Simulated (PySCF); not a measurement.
SMILES [CH2]C(O)=O (C₂H₃O₂), doublet (PBE0/def2-SVP optimised geometry):

```
7

C      0.640    -0.710     0.000
C     -0.040     0.570     0.000
O      0.520     1.646     0.000
O     -1.381     0.453     0.000
H      0.080    -1.646     0.000
H      1.730    -0.710     0.000
H     -1.730     1.357     0.000
```

Method: unrestricted PBE0/def2-TZVP (PySCF 2.14.0).

### Question
What are the frontier orbital energies (α orbitals alone; a β orbital can be the lowest empty one) and the dipole moment?

### Answer
HOMO-2 -9.68 eV, HOMO-1 -8.35 eV, HOMO -7.79 eV, LUMO 1.04 eV, LUMO+1 1.20 eV; dipole moment 1.75 D.

On the same geometry PySCF with unrestricted PBE/def2-TZVP gives HOMO-2 -7.97 eV, HOMO-1 -6.62 eV, HOMO -6.36 eV, LUMO -0.11 eV, LUMO+1 0.28 eV; dipole moment 1.67 D.

Meta-Löwdin charges at PBE0/def2-TZVP: C1 -0.23, C2 0.50, O3 -0.46, O4 -0.47, H5 0.15, H6 0.15, H7 0.36.
